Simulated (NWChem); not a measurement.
AgF; SMILES [Ag][F]

Computed with NWChem. Structure relaxed at the PBE0-D3(BJ)/def2-TZVP level. def2 effective core potentials on Ag; no spin-orbit coupling. Level PBE/def2-SVPD: energy and gradient; each run changes one setting, and changes count from the defaults (medium grid, exact Coulomb integrals, symmetry on).

Task: Which setting moves the energy most, and by about how much (symmetry off; defaults; Coulomb fitting, Weigend set; Becke weights; tight SCF thresholds and tolerances)?

Result: Coulomb fitting, Weigend set, by about 60 μHa.
```csv
setting,size of the energy change (μHa),largest change of a gradient component (μHa/bohr),"time, defaults = 1 (rough)"
defaults,< 10,< 30,about 1
tight SCF thresholds and tolerances,< 10,< 30,2
"Coulomb fitting, Weigend set",60,< 30,0.3
symmetry off,< 10,other frame,about 1
Becke weights,20,100,about 1
```
